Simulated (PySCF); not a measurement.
wavenumber (cm⁻¹), absorption (km/mol per cm⁻¹) and a bar:
```
        0      0.019 
       11      0.022 
       23      0.026 
       34      0.032 
       45      0.040 
       56      0.051 
       68      0.068 
       79      0.096 
       90      0.148 
      102      0.258 #
      113      0.555 #
      124      1.702 ####
      135      3.744 ##########
      147      1.177 ###
      158      0.432 #
      169      0.218 #
      181      0.132 
      192      0.090 
      203      0.067 
      214      0.053 
      226      0.044 
      237      0.038 
      248      0.034 
      260      0.031 
      271      0.029 
      282      0.029 
      293      0.028 
      305      0.029 
      316      0.030 
      327      0.031 
      339      0.033 
      350      0.036 
      361      0.039 
      372      0.044 
      384      0.049 
      395      0.056 
      406      0.066 
      418      0.078 
      429      0.094 
      440      0.117 
      451      0.149 
      463      0.198 
      474      0.277 #
      485      0.414 #
      497      0.685 ##
      508      1.328 ###
      519      3.403 #########
      530     11.755 ##############################
      542      7.864 ####################
      553      2.381 ######
      564      1.038 ###
      576      0.570 #
      587      0.358 #
      598      0.245 #
      609      0.178 
      621      0.135 
      632      0.106 
      643      0.086 
      655      0.071 
      666      0.059
```

This is the computed harmonic infrared spectrum of singlet LuF₄⁻, Lorentzian lines of 17 cm⁻¹ full width. Method: B3LYP in PySCF with Lu def2-SVP with ECP28, F def2-SVP; scalar-relativistic core potentials, no spin–orbit coupling; density-fitted integrals.

Task: Which bands make it up, and how are they assigned?

Result: In Td symmetry, counting bands above 1 % of the strongest: 134 cm⁻¹ (t2, bend, 104 km/mol); 534 cm⁻¹ (t2, stretch, 375 km/mol).

Stability towards spin polarisation was not tested. Only a few start shapes were tried, so a lower isomer may exist. The lowest empty level of this anion is unbound, so it and the gap depend on the basis. The basis has no diffuse functions, which an anion would want.
